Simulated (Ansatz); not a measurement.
SnH2MeF (CH5FSn), 8 atoms. Hardware: 4 threads of Arm Neoverse V1 on a shared host.

In the def2 sets Sn takes a core potential; there is no spin–orbit coupling. Correlated methods freeze 6 core orbitals; core or outer-core shells of Sn are correlated, in sets that lack core-valence functions.

(1) How many basis functions does each of these Ansatz runs have, and roughly what does it cost? r2SCAN-D4/def2-TZVPD, charge 0 singlet, energy, from earlier orbitals; MP2/def2-TZVP, charge 0 singlet, energy, from earlier orbitals; PBE-D4/def2-TZVPD, charge -1 doublet at the geometry of the charge 0 singlet, energy, from earlier orbitals; RPA@PBE/def2-TZVP, charge 0 singlet, energy, from earlier orbitals; HF/def2-TZVP, charge 0 singlet, energy, from earlier orbitals; r2SCAN-D4/def2-TZVP, charge 0 triplet at the geometry of the charge 0 singlet, energy, from earlier orbitals; PBE0-D4/def2-TZVPD, charge -1 doublet at the geometry of the charge 0 singlet, energy, from earlier orbitals; PBE0-D4/def2-SVP, charge 0 singlet, energy with a search over starts; PBE0-D4/def2-TZVPD, charge 0 singlet, energy, from earlier orbitals; r2SCAN-D4/def2-TZVPD, charge -1 doublet at the geometry of the charge 0 singlet, energy, from earlier orbitals; CCSD(T)/def2-TZVPP, charge 0 singlet, energy, from earlier orbitals; PBE0-D4/def2-TZVP, charge 1 doublet at the geometry of the charge 0 singlet, energy, from earlier orbitals.

Results:

(1) Other jobs shared the machine, so times can vary by a factor of up to 3. A dash marks memory too small to be measured apart from the calling script's.

```csv
run,functions,fitting or Cholesky vectors,wall time,peak host memory (GiB)
"HF/def2-TZVP, charge 0 singlet, energy, from earlier orbitals",142,1178,0.6 s,–
"PBE0-D4/def2-SVP, charge 0 singlet, energy with a search over starts",79,873,1 s,–
"MP2/def2-TZVP, charge 0 singlet, energy, from earlier orbitals",142,1129,1.1 s,–
"PBE0-D4/def2-TZVPD, charge 0 singlet, energy, from earlier orbitals",178,1114,1.9 s,–
"RPA@PBE/def2-TZVP, charge 0 singlet, energy, from earlier orbitals",142,1129,2.3 s,–
"PBE0-D4/def2-TZVP, charge 1 doublet at the geometry of the charge 0 singlet, energy, from earlier orbitals",142,1017,2.9 s,–
"r2SCAN-D4/def2-TZVPD, charge 0 singlet, energy, from earlier orbitals",178,1030,3.1 s,–
"PBE-D4/def2-TZVPD, charge -1 doublet at the geometry of the charge 0 singlet, energy, from earlier orbitals",178,1030,4.4 s,–
"PBE0-D4/def2-TZVPD, charge -1 doublet at the geometry of the charge 0 singlet, energy, from earlier orbitals",178,1114,6 s,–
"r2SCAN-D4/def2-TZVP, charge 0 triplet at the geometry of the charge 0 singlet, energy, from earlier orbitals",142,944,11 s,–
"r2SCAN-D4/def2-TZVPD, charge -1 doublet at the geometry of the charge 0 singlet, energy, from earlier orbitals",178,1030,15 s,–
"CCSD(T)/def2-TZVPP, charge 0 singlet, energy, from earlier orbitals",182,1234,52 s,2.1
```
